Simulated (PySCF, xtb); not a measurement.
ClF2H3SSi2, SMILES F[SiH](F)S[SiH2]Cl. Other conformers were not sampled.

Harmonic wavenumbers (cm⁻¹) from GFN2-xTB (xtb) at its own minimum, in rising order: 18, 42, 90, 127, 184, 210, 260, 451, 471, 524, 542, 603, 624, 649, 700, 753, 848, 903, 2309, 2372, 2480.

Problem. What does PBE-D3(BJ)/def2-SVP (PySCF 2.14.0) give at its own minimum? (The exact figures need the calculation; the answer reports its results.)

Solution. 32, 51, 111, 171, 205, 271, 343, 461, 513, 552, 558, 678, 765, 803, 814, 870, 906, 940, 2201, 2218, 2255. Paired by order, the mean absolute difference is 73 cm⁻¹ and the zero-point energies are 21.7 and 22.5 kcal/mol.
